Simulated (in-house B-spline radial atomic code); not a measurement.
How numerical settings move a run on I⁺, [Kr] 4d10 5s2 5p4. Computed with a B-spline radial code for spherical atoms: Dirac-Kohn-Sham LDA VWN5, spherical fractional occupations, Fermi nucleus of rms radius 4.75 fm.

Command:
```bash
python run_scf.py task.json out
```
Settings of the sound reference run:
```
Z                53
electrons        52
configuration    [Kr] 4d10 5s2 5p4
hamiltonian      dirac
method           lda,vwn
spin_polarised   False
nucleus          fermi
rms_radius       4.75
mass_number      127
atomic_mass      126.9045
speed_of_light   137.036
knot_spacing     0.22
spline_order     8
gauss_points     12
box_radius       35.29
max_iterations   70
damping          0.5
damped_steps     3
diis_vectors     10
tolerance        1e-08
start            Thomas-Fermi
```

Cost of the run: 1.5 s on 1 thread of AMD EPYC 7R43 64-Core Processor (shared host).

It converges in 9 iterations to -7112.607483 hartree, with 5p3/2 at -15.1704 eV. The other runs change the listed settings, some to values that make no sense; their results aren't properties of the atom or ion. Radii are in bohr (the nuclear one in fm), a minus after a letter asks for a j subshell, and «unchanged» means within 1e-8 hartree. The run stops when the residual is below 10 × tolerance × max(1, Z/10), or a noise floor if that is larger, and the energy moves by less than 1e-8 × √|E| hartree; so very loose and very tight tolerances often act alike.

| changed settings | outcome |
| --- | --- |
| electrons = 53, configuration = [Kr] 4d10 5s2 5p4 6s-1, max_iterations = 100 | stopped with error: j subshells need the Dirac Hamiltonian and l > 0 |
| first_knot = 0.0566 | converged in 9 iterations, energy +2.33e+01 hartree from the reference, 5p3/2 level +2.3e-01 eV |
| knot_spacing = 0.1, max_iterations = 3 | not converged after 3 iterations, last residual 1.2e-02, last energy +2.97e-02 hartree from the reference |
| first_knot = 0.000189 | converged in 9 iterations, energy +2.11e-04 hartree from the reference |
| first_knot = 0.00566 | converged in 9 iterations, energy -6.02e-02 hartree from the reference, 5p3/2 level +1.2e-03 eV |
| box_radius = 17.64, first_knot = 1.89e-05, max_iterations = 100 | converged in 9 iterations, energy -6.70e-08 hartree from the reference |
| tolerance = 1e-13 | converged in 10 iterations, energy unchanged, 5p3/2 level -1.1e-06 eV |
| damped_steps = 0 | converged in 8 iterations, energy unchanged, 5p3/2 level -3.8e-06 eV |
| box_radius = 10.59, max_iterations = 100, diis_vectors = 4 | converged in 9 iterations, energy +1.53e-06 hartree from the reference, 5p3/2 level +1.4e-04 eV (the program warns: 5p3/2 reaches the box edge; 5p1/2 reaches the box edge) |
| gauss_points = 3, box_radius = 7.06, max_iterations = 8 | not converged after 8 iterations, last residual 7.3e-06, last energy +1.65e-03 hartree from the reference |
| first_knot = 1.89e-06 | converged in 9 iterations, energy +5.54e-08 hartree from the reference |
| damped_steps = 8 | converged in 12 iterations, energy unchanged, 5p3/2 level -1.2e-05 eV |
| damped_steps = 1 | converged in 9 iterations, energy unchanged, 5p3/2 level -1.0e-06 eV |
| first_knot = 0.0189 | converged in 9 iterations, energy +1.84e+00 hartree from the reference, 5p3/2 level +1.5e-02 eV |

Question: What happens with tolerance = 1e-06?

Answer: Converged in 8 iterations, energy unchanged, 5p3/2 level +3.1e-04 eV.

Question: What happens with method = hf, spin_polarised = True?

Answer: Stopped with error: spin polarisation is not served with the Dirac Hamiltonian.

Question: What happens with electrons = 53, configuration = [Kr] 4d10 5s2 5p4 6p-1, max_iterations = 60?

Answer: Converged in 10 iterations to -7112.6973 hartree, a different physical problem (warning: 6p1/2 reaches the box edge).

Question: What happens with knot_spacing = 0.1, gauss_points = 4, max_iterations = 100, diis_vectors = 20, tolerance = 0.01?

Answer: Converged in 8 iterations, energy +2.08e-07 hartree from the reference, 5p3/2 level +3.1e-04 eV.
